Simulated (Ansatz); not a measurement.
Gallium trichloride + H–F → `[F][Ga]([Cl])[Cl]` + HCl at 600 K and 1 bar (ligand exchange at a Ga–Cl bond).

Gas-phase electronic energies from Ansatz, PBE0-D4/def2-TZVP geometries. CCSD(T)/CBS adds triple-zeta CCSD(T) − MP2 to the extrapolated MP2 energy (def2 sets, frozen cores). This one scheme is used for every species. For Ga outer-core shells are correlated without core-valence functions, which leaves a few kJ/mol of doubt a bond. Scalar relativity is left out up to krypton.

```csv
species,CCSD(T)/CBS energy (Eh),H − E (kJ/mol),S (J/(mol·K))
`[Cl][Ga]([Cl])[Cl]`,-3303.43734,51.4,380.5
H–F,-100.39570,42.3,194.0
`[F][Ga]([Cl])[Cl]`,-2943.43698,52.2,377.3
HCl,-460.38127,35.4,207.2
```

H − E and S are ideal-gas, rigid-rotor, harmonic terms from PBE0-D4/def2-TZVP. 1 Eh = 2625.50 kJ/mol, R = 8.31446 J/(mol·K).

By hand: ΔE, ΔH, ΔS and ΔG.

ΔE = (-2943.43698) + (-460.38127) − (-3303.43734) − (-100.39570) = 0.01479 Eh = 38.8 kJ/mol. Δ(H − E) = 52.2 + 35.4 − 51.4 − 42.3 = -6.1, so ΔH = 32.7 kJ/mol. ΔS = 377.3 + 207.2 − 380.5 − 194.0 = 10.0 J/(mol·K). ΔG = 32.7 − 600 × (10.0)/1000 = 26.7 kJ/mol.

By hand: the equilibrium constant, and the temperature at which ΔG would vanish if ΔH and ΔS stayed fixed.

log₁₀ K = −ΔG/(RT ln 10) = -2.3. ΔG = 0 at ΔH/ΔS = 3270 K, far beyond where these terms or the molecules hold.

The number of gas molecules stays the same, so ΔS is small and ΔH decides. A doubt of 5 kJ/mol in ΔE shifts log₁₀ K by 0.4 here. These are equilibria of isolated gas molecules and say nothing of rates. Largest T1 diagnostic: 0.012 (customary marks: 0.02 for closed shells, 0.045 for open ones).
